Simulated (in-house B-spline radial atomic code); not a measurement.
Whole-atom quantities along the 50-electron series, configuration [Kr] 4d10 5s2 5p2. Breit and QED terms are first order and not part of the total energy; the density at the nucleus is averaged over the nuclear charge. Computed with an all-electron radial atomic-structure program (B-spline basis): Dirac-Hartree-Fock, average of the configuration, finite nuclei.

```
 ion   Z  E/Z² (Eh)  Σ<r²> (bohr²)  n(0)/Z³ (bohr⁻³)  Lamb diamagnetic shielding (ppm)  repulsion over attraction  Breit energy (eV)  self-energy (eV)  vacuum polarisation (eV)  Dirac less non-relativistic energy (Eh)
  Sn  50    -2.4705         62.182            1.4673                           5323.67                    0.15444             119.22            90.859                   -11.592                                  -153.22
 Sb+  51    -2.4914         48.556            1.5092                           5472.66                    0.15295             127.62            97.469                   -12.623                                   -167.1
Te2+  52    -2.5121         40.664            1.5511                           5621.87                    0.15134             136.43            104.43                   -13.727                                  -181.94
 I3+  53    -2.5325         35.193            1.5978                           5771.57                    0.14965             145.66            111.77                    -14.91                                  -197.81
Xe4+  54          ?              ?                 ?                                 ?                          ?                  ?                 ?                         ?                                        ?
Cs5+  55    -2.5722         27.804            1.6954                           6072.97                    0.14614             165.45             127.6                   -17.528                                  -232.79
Ba6+  56          ?              ?                 ?                                 ?                          ?                  ?                 ?                         ?                                        ?
La7+  57    -2.6107         22.898            1.8022                           6377.61                    0.14257             187.07            145.08                   -20.516                                  -272.48
Ce8+  58    -2.6296         20.994            1.8596                           6531.32                    0.14078             198.59            154.48                   -22.163                                  -294.24
```

(1) Fill in the row of Xe4+.

(2) Fill in the row of Ba6+.

(3) With what power of Z does the column «vacuum polarisation (eV)» change over this range?

Answers

(1) E/Z² (Eh): -2.5525; Σ<r²> (bohr²): 31.07; n(0)/Z³ (bohr⁻³): 1.645; Lamb diamagnetic shielding (ppm): 5921.9; repulsion over attraction: 0.14791; Breit energy (eV): 155.33; self-energy (eV): 119.48; vacuum polarisation (eV): -16.175; Dirac less non-relativistic energy (Eh): -214.74.

(2) E/Z² (Eh): -2.5916; Σ<r²> (bohr²): 25.134; n(0)/Z³ (bohr⁻³): 1.7471; Lamb diamagnetic shielding (ppm): 6224.85; repulsion over attraction: 0.14436; Breit energy (eV): 176.02; self-energy (eV): 136.12; vacuum polarisation (eV): -18.973; Dirac less non-relativistic energy (Eh): -252.02.

(3) A fit of the logarithm of its size against log Z from Z = 50 to 58 has slope 4.37.
